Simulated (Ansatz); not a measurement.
Ansatz (a program for electronic structure) input for Ga₂H₄, SMILES [GaH2][GaH2], PBE-D3(BJ)/def2-TZVP. 

Ansatz 0.2 input:
```yaml
crystal:
  periodic: [false, false, false]
  atoms:
    - {symbol: Ga, position_ang: [-0.00000000, 0.00000000, 1.22930941]}
    - {symbol: Ga, position_ang: [0.00000000, -0.00000000, -1.22930941]}
    - {symbol: H, position_ang: [-0.94494743, 0.94494743, 2.06850933]}
    - {symbol: H, position_ang: [0.94494744, -0.94494744, 2.06850933]}
    - {symbol: H, position_ang: [-0.94494744, -0.94494743, -2.06850933]}
    - {symbol: H, position_ang: [0.94494743, 0.94494744, -2.06850933]}
basis:
  gaussian:
    orbitals: def2-TZVP
hamiltonian:
  xc: pbe
  dispersion: d3bj
relax: {f_tol: 0.002, max_steps: 200}
```

Log of the run:

```
WARN ansatz: RAYON_NUM_THREADS=1 ignored (pool sized by the plan → 1); use --threads N
Functional definition: PBE
integrals: 0.05 GiB planned
912 factors; their error is unknown
mean field: 0.33 GiB planned
mean field evaluation 1: about -104801.4649 eV, gradient 4.7e1 eV
mean field evaluation 2: about -104799.5707 eV, gradient 7.1e1 eV
mean field evaluation 4: about -104804.0853 eV, gradient 5.6e-1 eV
mean field evaluation 8: about -104804.0602 eV, gradient 4.0e-3 eV
mean field -104804.06022054 eV, -3851.4781743613 hartree, gradient 7.1e-5 eV, S^2 0.000000; 0 other end points of the search recorded, 0 dependent functions left out
the calculation of the forces begins
reference -104804.06026503 eV, -3851.4781759965 hartree; 33, 33 occupied and 87, 87 virtual orbitals, 912 factors
relax step   1: F+E_penalty+E_count = -104804.13426935 eV  Δ(F+E_penalty+E_count) = +0.000e0 eV  max|allowed force component| = 1.472e-1 eV/Å  Δτ_max = 0.0000 Å  (25 SCF iters, accepted)
these checks for a lower state are left out or cut short: starts, cluster_reference, orbital_swaps, neighbouring_geometries, increment
integrals: 0.05 GiB planned
912 factors; their error is unknown
mean field: 0.33 GiB planned
mean field evaluation 16: about -104804.0886 eV, gradient 5.4e-4 eV
mean field -104804.06282019 eV, -3851.4782698967 hartree, gradient 3.9e-5 eV, S^2 0.000000; 0 other end points of the search recorded, 0 dependent functions left out
the calculation of the forces begins
reference -104804.06286468 eV, -3851.4782715317 hartree; 33, 33 occupied and 87, 87 virtual orbitals, 912 factors
relax step   2: F+E_penalty+E_count = -104804.13673342 eV  Δ(F+E_penalty+E_count) = -2.464e-3 eV  max|allowed force component| = 3.053e-2 eV/Å  Δτ_max = 0.0088 Å  (25 SCF iters, accepted)
these checks for a lower state are left out or cut short: starts, cluster_reference, orbital_swaps, neighbouring_geometries, increment
integrals: 0.05 GiB planned
912 factors; their error is unknown
mean field: 0.32 GiB planned
mean field -104804.06295435 eV, -3851.4782748271 hartree, gradient 1.8e-5 eV, S^2 0.000000; 0 other end points of the search recorded, 0 dependent functions left out
the calculation of the forces begins
reference -104804.06299884 eV, -3851.4782764619 hartree; 33, 33 occupied and 87, 87 virtual orbitals, 912 factors
relax step   3: F+E_penalty+E_count = -104804.13684608 eV  Δ(F+E_penalty+E_count) = -1.127e-4 eV  max|allowed force component| = 4.718e-4 eV/Å  Δτ_max = 0.0020 Å  (22 SCF iters, accepted)
integrals: 0.05 GiB planned
912 factors; their error is unknown
mean field: 0.32 GiB planned
mean field evaluation 32: about -104804.0416 eV, gradient 4.7e0 eV
mean field -104804.06295435 eV, -3851.4782748271 hartree, gradient 1.8e-5 eV, S^2 0.000000; 1 other end points of the search recorded, 0 dependent functions left out
the calculation of the forces begins
reference -104804.06299884 eV, -3851.4782764619 hartree; 33, 33 occupied and 87, 87 virtual orbitals, 912 factors
Total energy: -104804.13689057 eV, -3851.4809919330 hartree
Atom 0 at    -0.000000     0.000000     1.229048 Å, force    -0.000000     0.000000     0.000290 eV/Å
Atom 1 at    -0.000000     0.000000    -1.229048 Å, force    -0.000000    -0.000000    -0.000290 eV/Å
Atom 2 at    -0.949338     0.949338     2.076992 Å, force     0.000466    -0.000466     0.000472 eV/Å
Atom 3 at     0.949338    -0.949338     2.076992 Å, force    -0.000466     0.000466     0.000472 eV/Å
Atom 4 at    -0.949338    -0.949338    -2.076992 Å, force     0.000465     0.000465    -0.000472 eV/Å
Atom 5 at     0.949338     0.949338    -2.076992 Å, force    -0.000465    -0.000465    -0.000472 eV/Å
Dipole moment:     0.000000     0.000000     0.000000 e Å
```

Self-consistency was reached.
